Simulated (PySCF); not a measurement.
Nuclear quadrupole coupling in `CCSCCC(=O)[SiH3]`

Compound: C5H12OSSi.
Cartesian coordinates in Å at the GFN2-xTB level; atoms count from 1:
```xyz
20
C5H12OSSi angstrom
C     -3.1421    0.3728   -0.6775
C     -1.8897   -0.3978   -1.0477
S     -1.2577   -1.3916    0.3499
C     -0.3499   -0.1317    1.3173
C      1.1525   -0.2075    1.0768
C      1.6099    0.4540   -0.2044
O      0.9082    1.2230   -0.8227
Si     3.3705    0.0072   -0.8419
H     -2.9405    1.0797    0.1250
H     -3.9227   -0.3091   -0.3475
H     -3.5025    0.9290   -1.5409
H     -1.0873    0.2636   -1.3684
H     -2.0961   -1.1230   -1.8340
H     -0.5826   -0.3284    2.3632
H     -0.7368    0.8457    1.0344
H      1.6875    0.3032    1.8851
H      1.4856   -1.2476    1.0739
H      4.2058   -0.2724    0.3265
H      3.2177   -1.1936   -1.6603
H      3.8653    1.1352   -1.6197
```

Field gradients from the PBE0/pcSseg-1 density (PySCF, non-relativistic), principal values in atomic units, ordered |Vxx| ≤ |Vyy| ≤ |Vzz|:

```
atom     Vxx     Vyy      Vzz
  S3  0.5672  2.4318  -2.9990
  O7  0.4658  1.5621  -2.0279
```

Problem. Find the asymmetry η = (Vxx − Vyy)/Vzz and the couplings χ = eQV/h (234.96 MHz × Q in barn × V in au), with Q(33S) = −0.0678 b, Q(17O) = −0.0256 b.

Solution. 
| atom | environment | nucleus | η | χzz (MHz) | χxx (MHz) | χyy (MHz) |
| --- | --- | --- | --- | --- | --- | --- |
| S3 | sulfide sulfur | 33S | 0.62 | 47.78 | -9.04 | -38.74 |
| O7 | carbonyl oxygen | 17O | 0.54 | 12.20 | -2.80 | -9.40 |

Problem. What is Vzz at S3 in SI units (1 au = 9.71736 × 10²¹ V/m²)?

Solution. -2.9990 au = -29.143 × 10²¹ V/m².

Were the hydrogens deuterons (Q(2H) = 0.00286 b), χzz would run from 109 kHz (H18) to 211 kHz (H11 and H9).

Isolated species at its GFN2-xTB geometry (one conformer only). GFN2-xTB bond lengths can be off by several hundredths of an ångström, more for odd bonds, and the gradients follow them. The basis is small and wasn't made for field gradients, so the couplings can be 20 % off.
